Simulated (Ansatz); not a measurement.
(ClInSe)3 ring (In3Se3Cl3), 9 atoms. Hardware: 2 threads of AMD EPYC 7R13 on a shared host and a share (18 GiB) of an NVIDIA H100 80GB HBM3.

In the def2 sets In takes a core potential; there is no spin–orbit coupling. Correlated methods freeze 54 core orbitals; core or outer-core shells of In, Se are correlated, in sets that lack core-valence functions. Single mean-field runs in def2-TZVP are fitted with def2-universal-jkfit.

Problem. How many basis functions does each of these Ansatz runs have, and roughly what does it cost? PBE-D4/def2-TZVP, charge 0 singlet, energy and forces, from earlier orbitals; revPBE-D4/def2-TZVP, charge 0 singlet, energy, from earlier orbitals; PBE-D4/def2-TZVP, charge 0 triplet at the geometry of the charge 0 singlet, energy, from earlier orbitals; PBE-D4/def2-TZVP, charge 1 doublet at the geometry of the charge 0 singlet, energy, from earlier orbitals; CCSD(T)/def2-SVP, charge 0 singlet, energy, from earlier orbitals; B3LYP-D4/def2-TZVP, charge 0 singlet, energy, from earlier orbitals; B3LYP-D4/def2-TZVP, charge 1 doublet at the geometry of the charge 0 singlet, energy, from earlier orbitals; PBE-D4/def2-TZVP, charge 1 doublet, energy, from earlier orbitals; PBE0-D4/def2-TZVP, charge 0 singlet, energy, from earlier orbitals; r2SCAN-D4/def2-TZVP, charge 0 triplet at the geometry of the charge 0 singlet, energy, from earlier orbitals; r2SCAN-D4/def2-TZVP, charge 0 singlet, energy and forces, from earlier orbitals; PBE0-D4/def2-TZVP, charge 1 doublet, energy, from earlier orbitals.

Solution. Other jobs shared the machine, so times can vary by a factor of up to 3.

```
                                                                                                         run  functions  fitting or Cholesky vectors  wall time  peak host memory (GiB)
                                        revPBE-D4/def2-TZVP, charge 0 singlet, energy, from earlier orbitals        405                         1836      1.8 s                    0.83
                                         B3LYP-D4/def2-TZVP, charge 0 singlet, energy, from earlier orbitals        405                         1836      1.9 s                    0.85
                                          PBE0-D4/def2-TZVP, charge 0 singlet, energy, from earlier orbitals        405                         1836      1.9 s                    0.85
                                PBE-D4/def2-TZVP, charge 0 singlet, energy and forces, from earlier orbitals        405                         1836      2.1 s                    0.85
                             r2SCAN-D4/def2-TZVP, charge 0 singlet, energy and forces, from earlier orbitals        405                         1836      2.6 s                    0.88
   PBE-D4/def2-TZVP, charge 0 triplet at the geometry of the charge 0 singlet, energy, from earlier orbitals        405                         1836      3.5 s                    0.94
                                           PBE-D4/def2-TZVP, charge 1 doublet, energy, from earlier orbitals        405                         1836      4.4 s                    0.94
 B3LYP-D4/def2-TZVP, charge 1 doublet at the geometry of the charge 0 singlet, energy, from earlier orbitals        405                         1836      4.7 s                    0.97
r2SCAN-D4/def2-TZVP, charge 0 triplet at the geometry of the charge 0 singlet, energy, from earlier orbitals        405                         1836      6.5 s                     1.1
                                           CCSD(T)/def2-SVP, charge 0 singlet, energy, from earlier orbitals        228                         2412      6.5 s                    0.87
   PBE-D4/def2-TZVP, charge 1 doublet at the geometry of the charge 0 singlet, energy, from earlier orbitals        405                         1836      6.5 s                    0.93
                                          PBE0-D4/def2-TZVP, charge 1 doublet, energy, from earlier orbitals        405                         1836        8 s                    0.97
```
